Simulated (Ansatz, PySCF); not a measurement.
Lewis adduct: AlH3 (SMILES [AlH3]) (first 4 atoms) with C2H6O (SMILES COC); geometry from B3LYP-D3(BJ)/def2-TZVP, rigid monomers moved along the line of their centres of mass till Al1···O6 is 1.79 Å.
(charge 0, multiplicity 1):
```xyz
13

Al     0.075    -0.212     0.652
H     -1.445    -0.380     0.199
H      0.737     1.210     0.363
H      1.015    -1.500     0.627
C      0.441    -0.996     3.382
O     -0.136    -0.104     2.422
C     -0.938     0.938     2.990
H     -0.353    -1.488     3.948
H      1.092    -0.437     4.056
H      1.016    -1.728     2.823
H     -1.771     0.501     3.542
H     -1.314     1.540     2.167
H     -0.325     1.554     3.651
```

Interaction energies are E(AB) − E(A) − E(B) at the monomers' geometry in the complex; basis-set methods are counterpoise corrected. Rows marked so take none.

Cores are frozen in the correlated methods. Rows in 6-31G* carry no dispersion term and start afresh at each structure (6-31G* with six Cartesian d functions). MP2/6-31G* freezes PySCF's default core.

Codes used: Ansatz (a quantum-chemistry and plane-wave program); PySCF for 6-31G* rows. Each number belongs to the level named beside it.

### Question
Predict the interaction energy from CCSD(T)/aug-cc-pV(D+d)Z.

### Answer
-832 meV

### Question
Predict the interaction energy from BP86/6-31G* (no counterpoise).

### Answer
-858 meV

### Question
What interaction energy does MP2/6-31G* (no counterpoise) give?

### Answer
-1035 meV
